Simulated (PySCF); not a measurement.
**Property card for `C[C+](C)C1(F)CC1`**

C6H10F (charge +1).
Geometry (GFN2-xTB, Å), atoms numbered from 1 in this order:
```
atom  x, y, z in Å
C1    -0.971   -0.230    1.337
C2    -0.650    0.244   -0.005
C3    -1.666    0.959   -0.772
C4     0.613    0.038   -0.602
F5     0.733    0.542   -1.852
C6     1.470   -1.231   -0.351
C7     1.939    0.036    0.204
H8    -1.312    0.614    1.945
H9    -0.164   -0.743    1.850
H10   -1.843   -0.890    1.283
H11   -1.849    0.446   -1.722
H12   -2.598    1.081   -0.229
H13   -1.282    1.936   -1.087
H14    1.042   -1.990    0.286
H15    1.931   -1.606   -1.255
H16    2.735    0.566   -0.302
H17    1.866    0.238    1.262
```

Some functional groups and rings: C–F bond and cyclopropane ring.

From GFN2-xTB geometry:

* Point group of the GFN2-xTB geometry: Cs
* Rotational constants A, B, C of the GFN2-xTB geometry: 3.696, 2.487, 1.711 GHz

From B3LYP/def2-SVPD ground state and vertical TDDFT (core frozen in the response) (PySCF):

* HOMO energy: -13.56 eV
* LUMO energy: -8.27 eV
* HOMO–LUMO gap: 5.29 eV
* Lowest singlet excitation: 5.01 eV (247 nm, f = 0.259)
* Strongest line among the 8 lowest singlet transitions: S1 at 5.01 eV (247 nm, f = 0.259)
* Lowest triplet excitation (Tamm–Dancoff): 3.44 eV
* Static isotropic polarisability: 69.8 au
* Electronic spatial extent ⟨r²⟩ about the centre of nuclear charge: 751 bohr²

Monoisotopic mass of the ion (most abundant isotopes, electron mass counted): 101.0761 u.

No computed singlet falls in the visible range (750 to 380 nm, 1.65 to 3.26 eV); S1 lies 1.75 eV above its blue end. S1 lies 0.28 eV below the HOMO–LUMO gap; its leading configuration is HOMO→LUMO, weight 0.96. The largest Löwdin shares of the LUMO are 0.44 on C2, 0.09 on C7, 0.09 on C6 and 0.08 on C4. With B = h/(8π²I), that is 505.379 GHz u Å² over I, the principal moments of inertia are 136.7, 203.2 and 295.4 u Å² (most abundant isotopes); the inertial defect Ic − Ia − Ib is -44.5 u Å² (zero for a rigid planar frame, negative otherwise). The vertical singlet–triplet gap S1 − T1 is 1.57 eV (TDDFT singlet less Tamm–Dancoff triplet; S1: HOMO→LUMO, weight 0.96; T1: HOMO→LUMO, weight 0.99). The polarisability is 10.35 Å³ as a volume (1 au = 0.148185 Å³), or 1.29 au for each of the 54 electrons.

The structure is a single GFN2-xTB conformer in the gas phase; no vibrational or solvent corrections.
